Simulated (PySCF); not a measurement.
**Structure elucidation problem**

An unknown has the formula C2H11PSi4. Its calculated NMR data are:

¹H NMR (400 MHz, computed): δ 6.45 (m, 1H), 6.30 (m, 1H), 6.19 (m, 1H), 5.04 (m, 1H), 4.73 (m, 1H), 4.36 (m, 2H), 4.05 (m, 2H), 1.22 (m, 2H).

¹³C{¹H} NMR (computed): δ 141.3 (CH2), 139.8 (CH).

No solvent, one conformer, no relativistic terms, fast rotation and ring inversion assumed for equivalent nuclei. Structure optimised with GFN2-xTB; GIAO PBE0/pcSseg-1 shieldings; PySCF.

δ = σ(ref) − σ, references computed at the same level: ¹H (31.72 ppm) and ¹³C (186.93 ppm) vs TMS.

What is the structure?

Results:


2 carbon signals for 2 carbons: no two carbons are equivalent. Carbon types of the structure: 1 × CH, 1 × CH2, leaving 8 H on heteroatoms. δC 141.3: terminal =CH2 carbon; an sp2 carbon of a C=C bond. δC 139.8: alkene CH; the olefinic region. δH 6.45: hydrogen on an alkene CH; attached to an sp2 carbon and in the plane of the double bond. δH 6.30, 6.19: hydrogen on a terminal =CH2 carbon; a vinylic proton, deshielded by the sp2 carbon and the C=C anisotropy. δH 4.73: hydrogen on a silicon bonded to P, 2 Si, in a 4-membered ring. δH 4.36, 4.05: hydrogen on a silicon bonded to 2 Si, in a 4-membered ring. δH 1.22: hydrogen on a phosphorus bonded to Si.

Structure: `InChI=1S/C2H11PSi4/c1-2-6-4-7(3)5-6/h2,6-7H,1,3-5H2/t6-,7-`.

This is the structure that produced the data.

Splittings by ³¹P in the carbon and heteronuclear signals aren't shown, as no couplings were computed. Shifts are as computed. Against solution values, carbons near 30 ppm lie about +3 ppm off and those near 130 ppm about +5 ppm. Of 1211 compounds with measured shifts, 218 miss one by over three times the rms of a fit or turn the order of signals round; such compounds aren't used in these exercises. Multiplicities follow the n + 1 count of equivalent neighbours, as no J values were calculated; m marks all less simple cases, F and P coupling included.
